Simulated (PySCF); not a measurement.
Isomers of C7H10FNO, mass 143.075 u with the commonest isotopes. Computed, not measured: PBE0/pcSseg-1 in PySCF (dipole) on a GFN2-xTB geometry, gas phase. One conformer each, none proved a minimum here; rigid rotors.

**Question.** Order these by rotational constant A, smallest first.
A. `[CH:1]#[C:2][C@H:3]([CH2:4][CH2:5][F:6])[C:7](=[O:8])[NH:9][CH3:10]` with C2–C3–C4–C5 167°, C3–C4–C5–F6 -64°, C2–C3–C7–O8 124°, C3–C7–N9–C10 177°
B. `[CH3:1][CH2:2][C@@H:3]1[O:4][CH2:5][C@@H:6]([C:7]#[N:8])[C@H:9]1[F:10]` with C1–C2–C3–O4 -63°, C2–C3–O4–C5 -154°, C3–O4–C5–C6 42°, O4–C5–C6–C7 -159°, C5–C6–C9–F10 -101°
C. `[CH3:1][CH2:2][O:3][C@@H:4]1[CH2:5][C@H:6]([C:7]#[N:8])[C@H:9]1[F:10]` with C1–C2–O3–C4 179°, C2–O3–C4–C5 180°, O3–C4–C5–C6 -132°, C4–C5–C6–C7 132°, C5–C6–C9–F10 -131°, O3–C4–C9–C6 129°

**Answer.** A (1629 MHz), C (2356 MHz), B (3084 MHz).

**Question.** Order these by out-of-plane moment Σ m c² = (Ia + Ib − Ic)/2, largest first.
A. `[CH3:1][CH2:2][O:3][C@@H:4]1[CH2:5][C@H:6]([C:7]#[N:8])[C@H:9]1[F:10]` with C1–C2–O3–C4 179°, C2–O3–C4–C5 180°, O3–C4–C5–C6 -132°, C4–C5–C6–C7 132°, C5–C6–C9–F10 -131°, O3–C4–C9–C6 129°
B. `[CH:1]#[C:2][C@H:3]([CH2:4][CH2:5][F:6])[C:7](=[O:8])[NH:9][CH3:10]` with C2–C3–C4–C5 167°, C3–C4–C5–F6 -64°, C2–C3–C7–O8 124°, C3–C7–N9–C10 177°
C. `[CH3:1][CH2:2][C@@H:3]1[O:4][CH2:5][C@@H:6]([C:7]#[N:8])[C@H:9]1[F:10]` with C1–C2–C3–O4 -63°, C2–C3–O4–C5 -154°, C3–O4–C5–C6 42°, O4–C5–C6–C7 -159°, C5–C6–C9–F10 -101°

**Answer.** A (70.29 u·Å²), B (58.38 u·Å²), C (29.55 u·Å²).

**Question.** Order these by rotational constant B, smallest first.
A. `[CH:1]#[C:2][C@H:3]([CH2:4][CH2:5][F:6])[C:7](=[O:8])[NH:9][CH3:10]` with C2–C3–C4–C5 167°, C3–C4–C5–F6 -64°, C2–C3–C7–O8 124°, C3–C7–N9–C10 177°
B. `[CH3:1][CH2:2][O:3][C@@H:4]1[CH2:5][C@H:6]([C:7]#[N:8])[C@H:9]1[F:10]` with C1–C2–O3–C4 179°, C2–O3–C4–C5 180°, O3–C4–C5–C6 -132°, C4–C5–C6–C7 132°, C5–C6–C9–F10 -131°, O3–C4–C9–C6 129°
C. `[CH3:1][CH2:2][C@@H:3]1[O:4][CH2:5][C@@H:6]([C:7]#[N:8])[C@H:9]1[F:10]` with C1–C2–C3–O4 -63°, C2–C3–O4–C5 -154°, C3–O4–C5–C6 42°, O4–C5–C6–C7 -159°, C5–C6–C9–F10 -101°

**Answer.** B (699.8 MHz), C (806.8 MHz), A (925.1 MHz).

| SMILES | point group | Ia (u·Å²) | Ib (u·Å²) | Ic (u·Å²) | κ | μa (D) | μb (D) | μc (D) |
| --- | --- | --- | --- | --- | --- | --- | --- | --- |
| CCO[C@@H]1C[C@H](C#N)[C@H]1F | C1 | 214.46 | 722.21 | 796.09 | -0.92 | 3.46 | 1.07 | 2.28 |
| CC[C@@H]1OC[C@@H](C#N)[C@H]1F | C1 | 163.85 | 626.40 | 731.15 | -0.90 | 3.79 | 0.78 | 1.65 |
| C#C[C@H](CCF)C(=O)NC | C1 | 310.25 | 546.32 | 739.81 | -0.49 | 2.31 | 1.41 | 0.91 |
